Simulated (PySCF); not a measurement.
Compound: C5H11N2Si (doublet state).
Structure used (GFN2-xTB), in Å, numbered top down from 1:
```xyz
19
C5H11N2Si angstrom
C      3.170    0.223    0.048
C      1.716    0.675    0.095
Si     0.537   -0.782   -0.185
N     -1.098   -0.234   -0.033
C     -1.634    1.011    0.130
C     -3.015    0.893    0.150
N     -3.417   -0.352    0.008
C     -2.242   -1.138   -0.115
H      3.366   -0.516    0.821
H      3.846    1.063    0.200
H      3.399   -0.229   -0.913
H      1.523    1.145    1.061
H      1.563    1.444   -0.664
H      0.731   -1.833    0.824
H      0.706   -1.351   -1.531
H     -1.013    1.879    0.220
H     -3.726    1.689    0.265
H     -2.190   -1.893    0.683
H     -2.231   -1.684   -1.070
```

The hyperfine couplings belong to this conformer and change with its torsions.

Identity: `CC[SiH2]N1C=C[N]C1` [radical].

Computed with UKS B3LYP, pcH-1 on C H N Si, non-relativistic, mean-field spin-orbit, GIAO (PySCF). One conformer (not necessarily the lowest) at the GFN2-xTB geometry, without solvent, vibrations or thermal averaging. The geometry wasn't refined by DFT: couplings that depend on bond lengths, twists or pyramidal angles can differ widely from those at the functional's own minimum. The SCF solution wasn't tested for stability.

The isotropic 14N couplings are +17.5, +7.2 MHz. Assign them to N4; N7.

```csv
site,a_iso (MHz),ρ(0) (bohr⁻³),position,distance from C5 (Å),spin population,largest |T| (MHz)
N4,+7.2,+0.0223,1 bond from C5,1.37,+0.17,22.1
N7,+17.5,+0.0541,a main spin site,2.25,+0.42,41.5
```

ρ(0) is the spin density at the nucleus and T the dipolar tensor; a_iso includes a spin–orbit part; entries for several nuclei are means. The largest Mulliken spin populations are on C5 (+0.47), N7 (+0.42), N4 (+0.17) and C6 (-0.12). Three atoms exceed +0.15. Main spin sites, with 60 % or more of the largest population: C5, N7; positions count bonds from the nearest.

Examples of negative spin density at the nucleus (bohr⁻³): C8 (-0.0290), C6 (-0.0278) and Si3 (-0.0092).

Class means assume fast exchange of nuclei equivalent by connectivity; if that motion is slow, each nucleus keeps its own coupling.

N7, the radical centre as drawn in `CC[SiH2]N1C=C[N]C1`, holds a spin population of +0.42 out of 1.
